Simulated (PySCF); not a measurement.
Correlation energy of Te⁺ (tellurium, charge +1)

[Kr] 4d10 5s2 5p2 6s1, high-spin 4P determinant (an excited configuration). All numbers are calculated (PySCF 2.14, a scalar-relativistic core potential, in aug-cc-pVTZ-PP with ECP28MDF (6s5p4d2f, 55 functions)). Frozen: 4s2 4p6 4d10; 5 electrons correlated.

| level | correlation energy (mhartree) |
| --- | --- |
| CCSD | -73.95 |
| (T) | -2.39 |
| CCSD(T) | -76.34 |

Diagnostics: T1 = 0.026, D1 = 0.0813, largest double amplitude 0.088.

The outer electron is Rydberg-like, and this basis confines it to a smaller radius and binds it less than a complete one would.

Cost of the coupled-cluster step: about 4 core-seconds, for 5 correlated electrons.
